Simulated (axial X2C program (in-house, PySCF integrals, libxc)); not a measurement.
# Which functional? An output for HfB

An SCF output computed with an axial X2C code built on PySCF integrals for HfB at 2.135 Å, two-component, state Ω = 3/2, Hf dyall-cv3z [13s14p9d7f4g], B dyall-v3z [7s6p2d1f] (cores contracted in-house), without its first line:

```
basis functions 227  fitting functions 1179  grid points 5080
iter        total energy     max residual
   1     -15101.127882958     2.94e-01
   2     -15101.131671818     1.59e-02
   3     -15101.130542261     2.62e-02
   4     -15101.132688200     1.11e-03
   5     -15101.132709443     1.56e-03
   6     -15101.132741529     3.22e-04
   7     -15101.132754508     2.09e-04
   8     -15101.132767100     1.22e-04
   9     -15101.132772437     4.60e-05
  10     -15101.132773458     3.34e-05
  11     -15101.132773905     2.33e-05
  12     -15101.132774107     1.57e-05
  13     -15101.132774198     9.11e-06
  14     -15101.132774219     6.20e-06
  15     -15101.132774229     3.26e-06
  16     -15101.132774231     2.19e-06
converged
one-electron -20889.57557663  Coulomb 6028.58867498  exact exchange -155.74862250  xc functional -160.91474243  nuclear repulsion 89.22894423  atomic mean-field constant -12.71145189
```

Question: Which level of theory produced it?
A. PBE0
B. HF
C. BHandHLYP

Answer: C. The exact-exchange term against the functional term shows a share of 0.5 of exact exchange.
